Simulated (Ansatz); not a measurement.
A geometry relaxed with PBE0-D3(BJ)/def2-TZVP (Ansatz, a quantum-chemistry and plane-wave program), charge 0, multiplicity 1:

```xyz
8

H     -0.5402     2.0902    -0.1193
C     -1.4386    -0.4372     0.4558
B      1.5951    -0.0565    -0.4348
H     -1.2392    -1.5010     0.5370
H     -2.4542    -0.1414     0.6971
H      2.5089     0.6299    -0.7801
H      1.7626    -1.2343    -0.3270
Si    -0.1944     0.6503    -0.0287
```

Q: Write the SMILES of this molecule.

A: `B[SiH]=C`
